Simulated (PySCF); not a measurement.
Vertical excitations of a molecule CH₆Cl₂OSi₂ from PySCF 2.14.0 with TDDFT-PBE/def2-SVPD, as energy in eV (oscillator strength): 5.29 (0.014), 5.77 (0.020), 6.19 (0.005), 6.32 (0.047), 6.34 (0.012), 6.59 (0.020), 6.63 (0.004), 6.65 (0.006), 6.88 (0.101), 6.92 (0.045). Lowest triplet (TDA): 4.77 eV. The structure is a stationary point at PBE0-D3(BJ)/def2-SVP. One conformer was computed; it need not be the lowest.

Problem. Which molecule gave these data?
(A) OC[Si@@H](Cl)[SiH2]Cl
(B) O[Si@H](Cl)C[SiH2]Cl
(C) C[SiH2][Si](O)(Cl)Cl
(D) C[Si](Cl)(Cl)[SiH2]O

Solution. D, C[Si](Cl)(Cl)[SiH2]O
